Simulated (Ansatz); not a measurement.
`C[S][Cd][S]C`, charge 0, multiplicity 1.

**Question.** Give a relaxed structure at PBE0-D4/def2-TZVP (Ansatz 0.2.0). (Best estimate.)

**Answer.** Computed: 
Cartesian coordinates in Å:
```
C 0.349 -1.650 2.538
S -0.275 -2.346 0.974
Cd -0.868 -0.444 -0.248
S -1.506 1.434 -1.483
C -0.006 1.826 -2.440
H -0.420 -1.092 3.070
H 1.224 -1.020 2.384
H 0.643 -2.501 3.153
H 0.836 2.075 -1.794
H -0.248 2.703 -3.041
H 0.272 1.015 -3.112
```
Point group C2.
This is one stationary point; other conformers may exist.
